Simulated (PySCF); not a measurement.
Input for PySCF: R-B3LYP/6-31G* on C2H6O (SMILES COC).

```python
from pyscf import gto, scf, dft, mp
from pyscf.data.elements import chemcore

mol = gto.M(
    atom='''
    C    -0.97844503    0.99296189    3.41820847
    O     0.10176944    0.12893269    3.05646030
    C    -0.04228860   -1.19450103    3.57803282
    H    -1.04813825    1.05389393    4.50625392
    H    -1.91970962    0.62124796    3.00450067
    H    -0.75417480    1.97198554    3.00400007
    H    -0.10292729   -1.15262050    4.66751995
    H     0.83930865   -1.75265539    3.27534267
    H    -0.93984253   -1.66911819    3.17253490
    ''',
    basis='6-31g*',
    cart=True,
    charge=0, spin=0, verbose=3, max_memory=1800)
mf = dft.RKS(mol, xc='b3lyp')
mf.conv_tol = 1e-8
mf.max_cycle = 100
mf.kernel()
if not mf.converged:
    mf = mf.newton().run(mf.mo_coeff, mf.mo_occ)
```

The log:

```
converged SCF energy = -155.023808441133
```

Self-consistency was reached.

Cost: about 2.8 core-seconds (a rough figure).
